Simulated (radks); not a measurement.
Isoelectronic series with 13 electrons, each ion in its NIST ground configuration. All-electron calculation, scalar-relativistic Kohn-Sham, SCAN, spin-polarised, spherical densities, finite nucleus; open shells are filled with parallel spins first; meta-GGA in the generalised Kohn-Sham scheme; Fermi nuclear charge, rms radius of each element as measured or else 0.836 A^(1/3) + 0.57 fm. Program: a radial shooting solver on a logarithmic mesh with Libxc functionals. Total energies (hartree) and mean radii <r> (bohr):

ion,configuration,E (hartree),3p up,3s down
S3+,[Ne] 3s2 3p1,-396.74295,1.658,1.529
Ti9+,[Ne] 3s2 3p1,-823.98867,0.8929,0.8849
Ni15+,[Ne] 3s2 3p1,-1412.10115,0.6182,0.6273
Se21+,[Ne] 3s2 3p1,-2164.22073,0.4734,0.4856

Estimate the row of Mn12+ ([Ne] 3s2 3p1).

Answer. E (hartree) -1097.76561; 3p up 0.7302; 3s down 0.7340.
